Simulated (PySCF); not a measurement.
## [La(P5)2]+ at several levels of theory

Computed with PySCF 2.14.0 (density fitting, no spin-orbit coupling) at the geometry relaxed with PBE:

```xyz
11
[La(P5)2]+ (singlet)
La   -0.8509    0.0005    0.0000
P     0.1778    1.8290    2.3965
P    -1.4510    0.5653    3.0380
P    -0.8265   -1.4792    2.7885
P     1.1686   -1.4835    1.9837
P     1.7921    0.5702    1.7456
P     0.1777   -1.8292   -2.3956
P    -1.4510   -0.5657   -3.0377
P    -0.8264    1.4789   -2.7892
P     1.1687    1.4834   -1.9845
P     1.7921   -0.5703   -1.7453
```

| level | basis | state | HOMO (eV) | gap (eV) | charge on La1 (e) | population of f-type functions on La1 (polarisation alone where 4f lies in the core) | dipole about the centre of mass (D) | largest force component (eV/Å) |
| --- | --- | --- | --- | --- | --- | --- | --- | --- |
| PBE | La lcecp-1-SVP with ECP46, P def2-SVP | singlet | -9.93 | 1.28 | 0.81 | 0.03 | 2.29 | 0.02 |
| BLYP | the same | singlet | -9.63 | 1.27 | 0.66 | 0.03 | 2.22 | 0.35 |
| HF | the same | singlet | -12.93 | 7.58 | 1.26 | 0.03 | 2.71 | 0.78 |
| TPSSh | the same | singlet | -10.46 | 2.02 | 1.05 | 0.03 | 2.52 | 0.28 |

In the lcecp rows the 4f levels are missing from HOMO and gap, and the state counts the valence alone.

Charges are Mulliken's, which hang on the basis. The relaxation used the grid (50, 194), these runs (75, 302) or, all-electron (x2c bases, spin-free X2C Hamiltonian), (99, 590).

Problem. What does TPSS with La lcecp-1-SVP with ECP46, P def2-SVP give here?

Solution. state singlet, HOMO (eV) -10.06, gap (eV) 1.40, charge on La1 (e) 1.01, population of f-type functions on La1 (polarisation alone where 4f lies in the core) 0.03, dipole about the centre of mass (D) 2.47, largest force component (eV/Å) 0.10. Time: 28 s on 4 threads of Arm Neoverse V1, on a shared host, from an already converged density.

In the first row's basis the gap widens with exact exchange: 1.3 to 1.4 eV for BLYP, PBE, TPSS (none); 2.0 eV for TPSSh (a fixed share); 7.6 eV for Hartree–Fock (rising or full at long range).

A frequency check found unstable modes (2, the lowest at -17 cm⁻¹), so the relaxed geometry is a saddle point, or these are noise.
